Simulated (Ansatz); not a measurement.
Ge24H30, a nanocrystal cut from hexagonal germanium. Total charge 0; singlet. Geometry PBE-D4/def2-SVP; atoms count from 1.

```xyz
54

Ge    0.2297    3.0267   -3.4687
Ge    2.6859    2.9687   -3.4198
Ge   -3.1787    1.6075   -1.8098
Ge   -4.0510   -0.6293   -2.2882
Ge   -0.7146    1.5447   -1.7608
Ge    0.0921   -0.7384   -2.1548
Ge    3.4385    1.4328   -1.6674
Ge    2.5568   -0.8116   -2.1033
Ge   -3.3178   -2.1625   -0.5261
Ge   -0.8546   -2.2463   -0.4670
Ge   -0.0497   -4.5220   -0.8889
Ge    3.2973   -2.3759   -0.3684
Ge    2.4056   -4.6077   -0.8377
Ge   -4.0276    2.3869    0.3500
Ge    0.1142    2.2350    0.4426
Ge    2.5789    2.1720    0.5050
Ge   -3.2959    0.8370    2.0980
Ge   -4.1689   -1.4040    1.6403
Ge   -0.8324    0.7723    2.1700
Ge   -0.0246   -1.4995    1.7173
Ge    3.3198    0.6550    2.2813
Ge    2.4395   -1.5772    1.7836
Ge   -0.0051    1.4853    4.3636
Ge    2.4504    1.4231    4.4378
H    -0.2823    2.5835   -4.8710
H    -0.2710    4.4802   -3.2209
H     3.2311    2.5010   -4.8013
H     3.2432    4.3966   -3.1464
H    -3.6253    2.5949   -2.9346
H    -3.5121   -1.1172   -3.6646
H    -5.6066   -0.5989   -2.3654
H    -0.3877   -1.2028   -3.5670
H     4.9974    1.3717   -1.6108
H     3.0620   -1.3055   -3.4965
H    -3.8541   -3.5985   -0.8255
H    -0.5679   -5.0002   -2.2772
H    -0.6355   -5.4805    0.1895
H     4.8577   -2.3958   -0.3251
H     2.9454   -5.1139   -2.2076
H     2.8773   -5.6072    0.2591
H    -5.5825    2.4759    0.3202
H    -3.4717    3.8102    0.6472
H    -0.3504    3.7010    0.7166
H     3.0989    3.6142    0.8047
H    -3.8180    1.3285    3.4855
H    -5.7266   -1.3863    1.6343
H    -3.7045   -2.3840    2.7569
H    -0.5810   -2.4571    2.8190
H     4.8800    0.6024    2.2954
H     2.8691   -2.5673    2.9129
H    -0.5078    2.9293    4.6582
H    -0.5915    0.5482    5.4605
H     3.0059    2.8424    4.7559
H     2.9209    0.4627    5.5694
```

Single mean-field runs in def2-SVP are fitted with def2-universal-jkfit.

Estimate the Mulliken populations of the heavy atoms from the PBE0/def2-SVP orbitals of Ansatz.


| atom | charge (e) |
| --- | --- |
| Ge1 | 0.12 |
| Ge2 | 0.10 |
| Ge3 | 0.03 |
| Ge4 | 0.09 |
| Ge5 | -0.16 |
| Ge6 | -0.01 |
| Ge7 | 0.01 |
| Ge8 | -0.01 |
| Ge9 | 0.03 |
| Ge10 | -0.16 |
| Ge11 | 0.12 |
| Ge12 | 0.01 |
| Ge13 | 0.10 |
| Ge14 | 0.09 |
| Ge15 | -0.01 |
| Ge16 | -0.01 |
| Ge17 | 0.03 |
| Ge18 | 0.09 |
| Ge19 | -0.16 |
| Ge20 | -0.01 |
| Ge21 | 0.01 |
| Ge22 | -0.01 |
| Ge23 | 0.12 |
| Ge24 | 0.10 |
Mulliken values depend strongly on the basis.

And the Mayer bond orders between heavy atoms (over 0.3)?

Ge1–Ge2 0.92 (2.46 Å); Ge1–Ge5 0.91 (2.45 Å); Ge2–Ge7 0.92 (2.45 Å); Ge3–Ge4 0.93 (2.45 Å); Ge3–Ge5 0.89 (2.47 Å); Ge3–Ge14 0.93 (2.45 Å); Ge4–Ge9 0.93 (2.45 Å); Ge5–Ge6 0.92 (2.45 Å); Ge5–Ge15 0.92 (2.45 Å); Ge6–Ge8 0.90 (2.47 Å); Ge6–Ge10 0.92 (2.45 Å); Ge7–Ge8 0.91 (2.45 Å); Ge7–Ge16 0.91 (2.45 Å); Ge8–Ge12 0.91 (2.45 Å); Ge9–Ge10 0.89 (2.47 Å); Ge9–Ge18 0.93 (2.45 Å); Ge10–Ge11 0.91 (2.45 Å); Ge10–Ge20 0.92 (2.45 Å); Ge11–Ge13 0.92 (2.46 Å); Ge12–Ge13 0.92 (2.45 Å); Ge12–Ge22 0.91 (2.45 Å); Ge14–Ge17 0.93 (2.45 Å); Ge15–Ge16 0.90 (2.47 Å); Ge15–Ge19 0.92 (2.45 Å); Ge16–Ge21 0.91 (2.45 Å); Ge17–Ge18 0.93 (2.45 Å); Ge17–Ge19 0.89 (2.47 Å); Ge19–Ge20 0.92 (2.45 Å); Ge19–Ge23 0.91 (2.45 Å); Ge20–Ge22 0.90 (2.47 Å); Ge21–Ge22 0.91 (2.45 Å); Ge21–Ge24 0.92 (2.45 Å); Ge23–Ge24 0.92 (2.46 Å).
